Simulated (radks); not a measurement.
The numbers below are computed, except where a source is named.
Problem. Ca, configuration [Ar] 4p2 (not the ground configuration). Level of theory: scalar-relativistic Kohn-Sham, PBEsol, spin-unpolarised, spherical densities, finite nucleus; Fermi nuclear charge, rms radius 3.4776 fm (a radial shooting solver on a logarithmic mesh with Libxc functionals). Some entries of the table are withheld. Estimate them.

orbital,occ.,eigenvalue (hartree),r(max) (bohr)
1s,2,(1),0.05033
2s,2,-15.30472,(2)
2p,6,-12.39066,(3)
3s,2,(4),0.9937
3p,6,-1.12274,1.048
4p,2,-0.08717,(5)

Solution. 
(1) 1s eigenvalue (hartree): -145.0399
(2) 2s r(max) (bohr): 0.3002
(3) 2p r(max) (bohr): 0.2467
(4) 3s eigenvalue (hartree): -1.82289
(5) 4p r(max) (bohr): 4.235
